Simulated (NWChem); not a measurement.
Molecule: GaH2Br; SMILES [Br][GaH2]

```xyz
4

Ga     0.0000     0.0000    -1.1912
H      0.0000     1.4082    -1.8602
H      0.0000    -1.4082    -1.8602
Br     0.0000     0.0000     1.1059
```
Atoms are numbered in this order, from 1.

Level: PBE0/def2-SVP (NWChem), optimised geometry, unscaled harmonic frequencies. This build's default masses of Se (78.918 u) and Br (79.917 u) are each other's, which moves their modes by up to 0.6 %.

**Question.** List the harmonic frequencies with IR intensities, and the thermochemistry.

**Answer.** 
| frequency (cm⁻¹) | IR intensity (km/mol) |
|---|---|
| 307 | 34.7 |
| 487 | 29.3 |
| 605 | 89.8 |
| 733 | 192.0 |
| 2016 | 66.3 |
| 2029 | 196.2 |

```yaml
zero_point_energy: 8.8 kcal/mol
thermal correction to the enthalpy at 298.15 K (with zero-point energy): 11.8 kcal/mol
heat capacity Cv: 10.7 cal/(mol K)
entropy at 298.15 K and 1 atm (symmetry number 2): 65.9 cal/(mol K)
dipole_moment: 1.77 D
```

Rigid rotor and harmonic oscillator.
